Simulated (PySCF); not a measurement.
CH3Se, SMILES [Se]C (connectivity only; charge and spin as stated), charge -1, multiplicity 1.

Coordinates come from a ωB97X-D3(BJ)/def2-TZVPD optimisation. The spin state was assumed, not searched. The isomer is the one that the SMILES or the coordinates give; other isomers of the formula were not compared.

Method: CAM-B3LYP/def2-TZVPD (PySCF).

The molecule is in vacuum.

- total energy: -2441.61349 hartree
- point group: C3v
- highest occupied level: -1.08 eV
- lowest empty level: 4.25 eV
- orbital gap: 5.33 eV
- dipole moment about the centre of nuclear charge: 0.440 e·Å
- mean static polarisability: 73.5 bohr³ (10.88 Å³)
- polarisability, principal values: 72.2, 72.2, 76.0 bohr³
